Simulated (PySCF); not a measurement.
WF and its ions

PBE0; basis W def2-TZVPPD with ECP60, F def2-TZVPPD; scalar-relativistic core potentials; PySCF 2.14. Neutral (UKS): sextet (σ ↑, π ↑↑, δ ↑↑), Re = 1.891 Å, ωe = 639 cm⁻¹, HOMO -5.78 eV, LUMO -2.17 eV.

WF⁺ (UKS): quintet (σ ↑, π ↑, δ ↑↑), Re = 1.784 Å, ωe = 790 cm⁻¹. The energies at the minima are -166.80063 hartree for WF and -166.50028 for WF⁺.

Problem. Work out the adiabatic ionisation energy, without and with harmonic zero-point energies (1 hartree = 27.2114 eV, 1 eV = 8065.5 cm⁻¹), and the change of the bond length.

Solution. At PBE0: 0.30035 hartree = 8.173 eV between the minima; the zero-point term (790.0 − 639.0)/2 cm⁻¹ = +0.009 eV makes it 8.182 eV. Re changes by -10.7 pm against the neutral. The electron leaves a π orbital, and the shorter bond of the ion fits an antibonding orbital, or a change in how ionic the bond is.

WF⁻ (UKS): quintet (π ↑↑, δ ↑↑), Re = 1.937 Å, ωe = 543 cm⁻¹. The energies at the minima are -166.80063 hartree for WF and -166.83299 for WF⁻.

Problem. Work out the adiabatic electron affinity, without and with harmonic zero-point energies (1 hartree = 27.2114 eV, 1 eV = 8065.5 cm⁻¹), and the change of the bond length.

Solution. At PBE0: 0.03236 hartree = 0.881 eV between the minima; the zero-point term (639.0 − 543.0)/2 cm⁻¹ = +0.006 eV makes it 0.887 eV. Re changes by +4.6 pm against the neutral. The electron enters a σ orbital, and the longer bond of the ion fits an antibonding orbital, or a change in how ionic the bond is.

De is left out where the level can put another filling of the metal’s s and d shells below the measured ground configuration, by anything from nothing to about 1 eV. These are scalar-relativistic numbers at best; spin–orbit coupling would shift them, the dissociation energy most. The highest Kohn–Sham level is positive in this anion. Much of that is self-interaction error, but it also means that the finite basis helps to hold the extra electron. With d or f electrons several states lie close, and the lowest PBE0 determinant need not be the measured ground state.
